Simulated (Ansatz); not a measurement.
Geometry optimisation, Ansatz 0.2.0, DFT PBE-D3(BJ), scalar-relativistic, plane waves, PAW.

Input file:

```yaml
crystal:
  lattice:
    - [7.398, 0.0, 0.0]
    - [-3.699, 6.406856, 0.0]
    - [0.0, 0.0, 12.0]
  atoms:
    - { symbol: C, position: [0.0, 0.0, 0.0833333] }
    - { symbol: C, position: [0.2222222, 0.1111111, 0.0833333] }
    - { symbol: C, position: [0.0, 0.3333333, 0.0833333] }
    - { symbol: C, position: [0.2222222, 0.4444444, 0.0833333] }
    - { symbol: C, position: [0.0, 0.6666667, 0.0833333] }
    - { symbol: C, position: [0.2222222, 0.7777778, 0.0833333] }
    - { symbol: C, position: [0.3333333, 0.0, 0.0833333] }
    - { symbol: C, position: [0.5555556, 0.1111111, 0.0833333] }
    - { symbol: C, position: [0.3333333, 0.3333333, 0.0833333] }
    - { symbol: C, position: [0.5555556, 0.4444444, 0.0833333] }
    - { symbol: C, position: [0.3333333, 0.6666667, 0.0833333] }
    - { symbol: C, position: [0.5555556, 0.7777778, 0.0833333] }
    - { symbol: C, position: [0.6666667, 0.0, 0.0833333] }
    - { symbol: C, position: [0.8888889, 0.1111111, 0.0833333] }
    - { symbol: C, position: [0.6666667, 0.3333333, 0.0833333] }
    - { symbol: C, position: [0.8888889, 0.4444444, 0.0833333] }
    - { symbol: C, position: [0.6666667, 0.6666667, 0.0833333] }
    - { symbol: C, position: [0.8888889, 0.7777778, 0.0833333] }
    - { symbol: P, position: [-0.0102815, 0.3213349, 0.24], spin: 1.0 }
magnetization:
  spin_polarized: true
basis:
  ecutwfc: 420.0
kpoints:
  mp_grid: { grid: [2, 2, 1] }
hamiltonian:
  xc: pbe
  dispersion: d3bj
scf:
  occupations: { method: gaussian, width: 0.02 }
  lower_state_search: "off"
relax:
  f_tol: 0.03
  max_steps: 60
  adjacent_minimum: "off"
```

Command:

```bash
$ ansatz run input.yaml --threads 2 --pin off --max-ram 5120MiB --backend cpu --events-out ev --progress --plain --runs-dir out
```

**Question.** Where does it end, and by what steps?

**Answer.** The forces met the threshold. Limits of this set-up: coarse k mesh, slab without dipole correction, a typed lattice constant that wasn't relaxed here. After 11 steps the energy has fallen by 0.635 eV; P19 moved furthest, 0.67 Å.

| step | energy less start (eV) | largest force component (eV/Å) | accepted |
| --- | --- | --- | --- |
| 0 | 0.0000 | 1.774 | yes |
| 1 | -0.1793 | 1.128 | yes |
| 2 | -0.2691 | 0.310 | yes |
| 3 | -0.3282 | 0.365 | yes |
| 4 | -0.4501 | 0.695 | yes |
| 5 | -0.5410 | 0.609 | yes |
| 6 | -0.5428 | 0.909 | yes |
| 7 | -0.6261 | 0.224 | yes |
| 8 | -0.6291 | 0.351 | yes |
| 9 | -0.6341 | 0.051 | yes |
| 10 | -0.6342 | 0.054 | yes |
| 11 | -0.6345 | 0.006 | yes |

```xyz
19
Lattice="7.3980 0.0000 0.0000 -3.6990 6.4069 0.0000 0.0000 0.0000 12.0000" Properties=species:S:1:pos:R:3
C 0.026 0.025 1.004
C 1.228 0.736 0.943
C -1.235 2.203 1.298
C 0.026 2.893 1.009
C -2.473 4.307 0.935
C -1.235 5.019 0.942
C 2.464 0.024 0.911
C 3.700 0.736 0.943
C 1.228 2.184 0.938
C 2.464 2.895 0.901
C 0.003 4.307 0.935
C 1.225 5.017 0.930
C 4.903 0.025 1.004
C 6.163 0.711 1.282
C 3.701 2.184 0.938
C 4.903 2.893 1.009
C 2.464 4.306 0.931
C 3.704 5.017 0.930
P -1.234 1.426 3.095
```

Whether the end is a true minimum wasn't checked by a vibrational analysis.

Time of the run: 5.4 min on 2 threads of Arm Neoverse N1 (shared host), peak memory 0.96 GiB.
